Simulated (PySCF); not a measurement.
Job for PySCF: R-M06-2X/6-31G* on C3H8O2 (SMILES COCOC), a point of a torsion scan.

```python
from pyscf import gto, scf, dft, mp
from pyscf.data.elements import chemcore

mol = gto.M(
    atom='''
    C     2.09476838    0.42222915   -0.10859596
    O     1.39712089   -0.62407576    0.53651574
    C     0.01774245   -0.45858052    0.68369803
    O    -0.43268125    0.74990790    0.14872589
    C    -1.81740149    0.92554151    0.29498163
    H     2.00164425    1.36384827    0.43886047
    H     1.73991087    0.56981583   -1.13197658
    H     3.13437393    0.10126922   -0.11957653
    H    -0.48977540   -1.30895988    0.18222756
    H    -0.22481752   -0.50927881    1.76570223
    H    -2.10688821    0.93050330    1.35295332
    H    -2.37416736    0.13222554   -0.21861799
    H    -2.05218331    1.88793046   -0.15395481
    ''',
    basis='6-31g*',
    cart=True,
    charge=0, spin=0, verbose=3, max_memory=1800)
mf = dft.RKS(mol, xc='m062x')
mf.conv_tol = 1e-8
mf.max_cycle = 100
mf.kernel()
if not mf.converged:
    mf = mf.newton().run(mf.mo_coeff, mf.mo_occ)
```

Program output:

```
converged SCF energy = -269.412660914746
```

The calculation finished and met its thresholds.

Cost: around 11 core-seconds (rough).
